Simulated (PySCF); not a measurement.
**Atomic charges by several schemes**

Species: C4H8SSi.
Cartesian coordinates in Å at the GFN2-xTB level; atoms count from 1:
```xyz
14
C4H8SSi angstrom
C      2.629    1.242    0.435
C      1.632    0.226    0.187
C      0.814   -0.638   -0.012
Si    -0.507   -1.872   -0.366
S     -2.109   -0.841   -1.377
C     -2.444    0.470   -0.161
H      3.570    0.962   -0.038
H      2.791    1.351    1.507
H      2.297    2.196    0.027
H     -1.033   -2.384    0.899
H     -0.091   -2.890   -1.315
H     -3.215    1.106   -0.584
H     -1.538    1.043    0.010
H     -2.796    0.028    0.767
```

Density: PBE0/pcSseg-1 (PySCF); schemes: Mulliken, IAO, Hirshfeld and ESP-fitted. Geometry: GFN2-xTB, one conformer, isolated molecule.

Atoms with like bonding are taken together and averaged. Do the Mulliken, IAO, Hirshfeld and ESP-fitted schemes agree on where the charge is lowest?

The schemes don't all agree: Mulliken C3 (-0.431); IAO C6 (-0.499); Hirshfeld C3 (-0.187); ESP-fitted C1 (-0.563).

Which atoms carry the highest charge in the Mulliken, IAO, Hirshfeld and ESP-fitted schemes?

All schemes agree: Mulliken Si4 (+0.618); IAO Si4 (+0.713); Hirshfeld Si4 (+0.326); ESP-fitted Si4 (+0.363).

Tabulate the Mulliken, IAO, Hirshfeld and ESP-fitted charges.

In e; atoms taken as equivalent share a row and are averaged (×n: the atom named and its like, n in all):

```json
{"atom": "C1", "environment": "propargylic carbon", "Mulliken": "-0.161", "IAO": "-0.441", "Hirshfeld": "-0.091", "ESP-fitted": "-0.563"}
{"atom": "C2", "environment": "alkyne carbon", "Mulliken": "-0.120", "IAO": "+0.014", "Hirshfeld": "-0.017", "ESP-fitted": "+0.251"}
{"atom": "C3", "environment": "alkyne carbon", "Mulliken": "-0.431", "IAO": "-0.395", "Hirshfeld": "-0.187", "ESP-fitted": "-0.417"}
{"atom": "Si4", "environment": "SiH2 silicon", "Mulliken": "+0.618", "IAO": "+0.713", "Hirshfeld": "+0.326", "ESP-fitted": "+0.363"}
{"atom": "S5", "environment": "sulfur bonded to C and Si", "Mulliken": "-0.310", "IAO": "-0.180", "Hirshfeld": "-0.107", "ESP-fitted": "-0.268"}
{"atom": "C6", "environment": "S-methyl carbon", "Mulliken": "-0.402", "IAO": "-0.499", "Hirshfeld": "-0.118", "ESP-fitted": "-0.382"}
{"atom": "H7/H8/H9", "environment": "methyl hydrogen", "Mulliken": "+0.155", "IAO": "+0.177", "Hirshfeld": "+0.065", "ESP-fitted": "+0.191"}
{"atom": "H10/H11", "environment": "Si–H hydrogen", "Mulliken": "-0.066", "IAO": "-0.113", "Hirshfeld": "-0.068", "ESP-fitted": "-0.022"}
{"atom": "H12/H13/H14", "environment": "methyl hydrogen", "Mulliken": "+0.157", "IAO": "+0.160", "Hirshfeld": "+0.044", "ESP-fitted": "+0.162"}
```

Mean size of the charges over all atoms: IAO 0.248 e, ESP-fitted 0.239 e, Mulliken 0.222 e, Hirshfeld 0.094 e. Each set sums to the total charge, 0, to within 0.001 e. The Hirshfeld scheme weights the molecular density at each point by an atom's share of the summed free-atom densities. The Mulliken scheme counts on each atom the diagonal of the density matrix times the overlap matrix over that atom's basis functions.

Some averages cover members that differ in this geometry: H12/H13/H14, ESP-fitted +0.145 to +0.194; H10/H11, ESP-fitted -0.038 to -0.007 e.

Sum the charges by element, for elements with more than one atom.

| element | atoms | Mulliken | IAO | Hirshfeld | ESP-fitted |
| --- | --- | --- | --- | --- | --- |
| C | 4 | -1.114 | -1.321 | -0.413 | -1.110 |
| H | 8 | +0.806 | +0.788 | +0.194 | +1.016 |

How closely do the schemes follow one another over all atoms?

Correlation coefficient and root-mean-square difference: Mulliken with Hirshfeld 0.97, 0.157 e; IAO with Hirshfeld 0.95, 0.198 e; Mulliken with IAO 0.95, 0.100 e; IAO with ESP-fitted 0.91, 0.129 e; Mulliken with ESP-fitted 0.82, 0.164 e; Hirshfeld with ESP-fitted 0.81, 0.196 e.

These values come from a run that also computed NMR shieldings. On an Arm Neoverse V1 with one thread, shared host with 32 logical CPUs at a one-minute load of 11, this took 17 s and 0.71 GiB of memory at its peak.
